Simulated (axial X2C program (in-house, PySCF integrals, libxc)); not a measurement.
## TeN⁻: properties at the nuclei

Computed with an axial X2C code built on PySCF integrals: two-component X2C with atomic mean-field Coulomb and Gaunt terms, Gaussian nuclei, basis Te dyall-acv3z, N dyall-av3z with contracted cores.

R = 1.949 Å (near the PBE0 minimum at charge -1 of the determinant lowest at the starting distance; the state shown can have its own minimum elsewhere).

Input and command:
```json
{"zs": [52, 7], "q": -1, "bas": ["dyall-acv3z", "dyall-av3z"], "r0": 1.88, "levels": ["PBE0", "HF", "LDA", "BP86", "B3LYP"], "nst": 3}
```
```bash
python soeom.py task.json out
```

Keys: zs atomic numbers; q charge; bas basis sets; r0 starting distance in Å; levels methods; nst determinants followed.

Determinant lowest in the PBE0 search, Ω = 1 (⟨Sz⟩ = 1.00, ⟨Lz⟩ = 0.00 at PBE0), spin on the atoms Te 0.25, N 0.75:

```tsv
level	Eeff magnitude (GV/cm)	Ws magnitude Te (kHz)	A∥/gI Te (MHz)	qzz Te (a.u.)	A∥/gI N (MHz)	qzz N (a.u.)
PBE0	1.17	0.354	-326	4.65	-58	0.01
HF	1.82	0.759	-275	7.54	33.4	-0.33
LDA	1.76	0.741	-370	3.76	-82.3	0.16
BP86	1.16	0.364	-347	3.79	-75.1	0.12
B3LYP	1.35	0.473	-300	4.64	-53	0.03
```

Determinant 0.76 eV from it at PBE0 and this distance, Ω = 0 (closed shell), highest spinor 41% N p, 38% Te p, 12% Te d:

```tsv
level	qzz Te (a.u.)	qzz N (a.u.)
PBE0	3.26	0.17
HF	6.48	-0.34
LDA	2.82	0.27
BP86	2.73	0.26
B3LYP	3.31	0.18
```

Eeff is the effective electric field on the electron electric dipole moment in this Ω state and Ws the scalar–pseudoscalar constant of the nucleus named (defined with the proton number Z and per Ω); A∥ (defined per Ω) follows by multiplying with gI = μI/(I μN); qzz is the electric field gradient, eQq0 = 234.96 MHz × Q/barn × qzz. The operators were transformed with the bare-nucleus X2C matrices; with these basis sets, hyperfine constants and field gradients can be off by tens of per cent, and where levels differ in sign neither size nor sign is settled.

**Question.** With gI(125Te) = -1.7770 (g factors from the IAEA table of nuclear moments by Stone), turn the PBE0 values of the first state into constants in MHz.

**Answer.** A∥(125Te) = -326 × -1.7770 = 579 MHz.

Each state is one determinant with collinear spin, which with several unpaired electrons need not be a pure state. Unrestricted Hartree–Fock can overshoot spin polarisation at the nuclei. For an anion, determinants above electron detachment, or with a positive highest level, are held by the basis set. A closed determinant beside an open π² or δ² triplet, such as (π1/2)², mixes with its partner pair into the 0⁺ component of the triplet and ¹Σ⁺, so its energy is not that of a level, and 0⁺ can lie lowest. With several open shells hyperfine constants can be off by a factor of several. Open-shell Ω = 0 determinants with evenly filled partner blocks cannot be reached by this program, so the Ω shown need not be the lowest component. The search compared states at one distance, so a state with another bond length can lie lower. Further determinants of the search, some of them spin-mixed, are not shown. Where a field gradient or hyperfine factor spreads by more than a factor of two over the levels, a constant derived from it is not to be relied on. PBE0 term energies can be off by some tenths of an eV.
